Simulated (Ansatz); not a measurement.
`[Cl][SnH3]` + CH₃OH → `C[O][SnH3]` + HCl  (ligand exchange at the Sn–Cl bond)

Program: Ansatz. Geometries: PBE0-D4/def2-TZVP. ΔE: electronic, gas phase. CCSD(T)/CBS adds triple-zeta CCSD(T) − MP2 to the extrapolated MP2 energy (def2 sets, frozen cores). This one scheme is used for every species. Functionals use def2-TZVPP. def2 core potentials past Kr. For Sn outer-core shells are correlated without core-valence functions, which leaves a few kJ/mol of doubt a bond.

Is it downhill or uphill in electronic energy at CCSD(T)/CBS, and by how much? (Estimate.)

Computed: Uphill: ΔE = +75.4 kJ/mol.

What do these levels give: LDA (SPW92), r2SCAN-D4, PBE0-D4, r2SCAN0-D4, ωB97M-V, BLYP, CCSD/def2-SVP, HF/def2-TZVPP, MP2/def2-TZVPP, HF/def2-QZVPP, SCS-MP2/def2-QZVPP, MP2/CBS(def2)? (An estimate is asked.)

Computed: LDA (SPW92) 74.9, r2SCAN-D4 78.6, PBE0-D4 83.5, r2SCAN0-D4 84.3, ωB97M-V 80.0, BLYP 76.4, CCSD/def2-SVP 76.0, HF/def2-TZVPP 93.4, MP2/def2-TZVPP 73.9, HF/def2-QZVPP 92.9, SCS-MP2/def2-QZVPP 75.2, MP2/CBS(def2) 76.8 kJ/mol.

Largest T1 diagnostic among the species: 0.013.

Leaving LDA and LC-ωPBE aside and taking each functional with its dispersion term where it has one, the values, not all of them listed here, spread over 12.9 kJ/mol, from BLYP-D4 to r2SCAN0-D4. LDA lies −4.3 kJ/mol from PBE without D4. In def2-TZVPP, CCSD(T) changes the Hartree–Fock value by −20.9 kJ/mol (the triples alone add −2.9 kJ/mol) and MP2 by −19.5 kJ/mol.
